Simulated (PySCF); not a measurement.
## Correlation energy of Ne²⁺ (neon, charge +2)

[He] 2s2 2p3 3s1, high-spin 5S determinant (an excited configuration). All numbers are calculated (PySCF 2.14, no relativity, point nucleus, in aug-cc-pVTZ with one added diffuse shell each of s, p, d, f type (6s5p4d3f, 62 functions)). Frozen: 1s2; 6 electrons correlated.

MP2 pair energies summed by pair of shells (mhartree):

| pair | energy | share (%) |
| --- | --- | --- |
| 2s-2p | -66.66 | 58.8 |
| 2p-2p | -23.97 | 21.2 |
| 2s-2s | -9.44 | 8.3 |
| 2s-3s | -7.51 | 6.6 |
| 2p-3s | -5.70 | 5.0 |

Total MP2 correlation energy: -113.28 mhartree.

Same-spin part -34.89 and opposite-spin part -78.39 mhartree; SCS-MP2 scales them by 1/3 and 6/5 to -105.70 mhartree.
